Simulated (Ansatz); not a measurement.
Species: BH2Se, charge 0, doublet. BH2Se (SMILES B[Se], doublet).
B3LYP-D3(BJ)/def2-TZVP minimum from Ansatz (a first-principles code):
```
B
H 1 1.1916
H 1 1.1916 2 121.55
Se 1 1.8712 2 119.22 3 180.00
```
Charge 0, spin multiplicity 2.

Total energies in aug-cc-pVDZ, 11 correlated electrons, 15 frozen orbitals. Open shells are spin-unrestricted; no spin-orbit coupling. Correlated methods leave the cores frozen (noble-gas shells, and filled d and f shells in the p block). No relativity.

```tsv
method	program	energy (Eh)	minus CCSDT(Q) (mEh)
HF	Ansatz	-2425.66339	227.78
MP2	Ansatz	-2425.85004	41.13
CCSD	Ansatz	-2425.88231	8.86
CCSD(T)	Ansatz	-2425.88963	1.54
CCSDT(Q)	Ansatz	-2425.89117	0.00
```

Rough core times of Ansatz's runs on a shared machine: CCSD(T) under 20 s, CCSDT(Q) 3 min.
